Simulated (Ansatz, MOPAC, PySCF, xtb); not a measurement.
Complex: ammonia borane (SMILES [BH3-][NH3+]) (first 8 atoms) with C2H4 (SMILES C=C); geometry from B3LYP-D3(BJ)/def2-TZVP.
(charge 0, multiplicity 1):
```xyz
14

B     -0.92883     0.28963     0.29841
N      0.63216    -0.16702     0.57008
H     -1.04450     1.36596     0.83879
H     -1.60657    -0.57364     0.80756
H     -1.04869     0.34362    -0.90279
H      1.28372     0.50425     0.17446
H      0.82646    -1.07244     0.15281
H      0.81250    -0.23274     1.57232
C      0.28597     0.60579     3.88100
C     -0.10842    -0.66170     3.86645
H      1.11664     0.93708     4.49320
H     -0.22172     1.35718     3.28741
H     -0.94851    -0.98014     3.26022
H      0.38435    -1.41838     4.46575
```

Interaction energies are E(AB) − E(A) − E(B) at the monomers' geometry in the complex; basis-set methods are counterpoise corrected. Rows marked so take none.

Rows in 3-21G carry no dispersion term and start afresh at each structure. The state reached by PM3 isn't checked.

Run with Ansatz (Gaussian basis) for Hartree–Fock, density functionals and correlated methods; MOPAC for PM3 (differences of heats of formation); PySCF for 3-21G rows, the dispersion terms; xtb for the GFN methods. Values without a source in brackets are computed.

### Question
One of these levels gives -154.7 meV for the interaction energy. Which?
(A) HF/3-21G (no counterpoise)
(B) GFN1-xTB
(C) PM3
(D) revPBE-D3(BJ)/def2-TZVPPD

### Answer
A, HF/3-21G (no counterpoise). The others give -67.6 (PM3), -103.1 (GFN1-xTB), -207.1 (revPBE-D3(BJ)/def2-TZVPPD)

Ansatz is a quantum-chemistry and plane-wave program.
